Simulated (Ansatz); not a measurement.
`CB(C)N=C=O`. Charge 0, multiplicity 1. Geometry: relaxed with PBE0-D4/def2-TZVP. It is one conformer, not always the lowest.

```xyz
12

C    -1.527    0.075   -0.677
B    -0.090    0.009   -0.067
C     0.168    0.010    1.478
N     1.023   -0.053   -0.963
C     2.176   -0.133   -1.267
O     3.277   -0.207   -1.640
H    -1.882   -0.960   -0.793
H    -1.560    0.527   -1.669
H    -2.247    0.570   -0.021
H     0.178    1.058    1.810
H    -0.640   -0.471    2.035
H     1.124   -0.426    1.774
```

(1) What is the dipole moment at r2SCAN/def2-TZVPP? (An estimate is asked.)

(2) And with PBE, B3LYP, ωB97M-V? (An estimate is asked.)

(3) Give the Mulliken charges with r2SCAN, PBE, ωB97M-V in def2-TZVPP. (Best estimate.)

Answers

(1) The calculation gave: 2.10 D, with components (-1.76, 0.10, 1.13) D in this frame, pointing from negative to positive charge.

(2) The calculation gave: PBE 1.99 D, B3LYP 2.12 D, ωB97M-V 2.09 D.

(3) Ansatz gave: 
| atom | r2SCAN | PBE | ωB97M-V |
| --- | --- | --- | --- |
| C1 | -0.25 | -0.35 | -0.36 |
| B2 | 0.21 | 0.14 | 0.13 |
| C3 | -0.25 | -0.34 | -0.35 |
| N4 | -0.14 | -0.04 | -0.16 |
| C5 | 0.26 | 0.14 | 0.29 |
| O6 | -0.23 | -0.16 | -0.23 |
| H7 | 0.07 | 0.11 | 0.12 |
| H8 | 0.07 | 0.11 | 0.11 |
| H9 | 0.06 | 0.10 | 0.11 |
| H10 | 0.07 | 0.11 | 0.12 |
| H11 | 0.06 | 0.10 | 0.11 |
| H12 | 0.06 | 0.10 | 0.11 |

B3LYP here is the variant with VWN-RPA as its local correlation; programs differ in this.
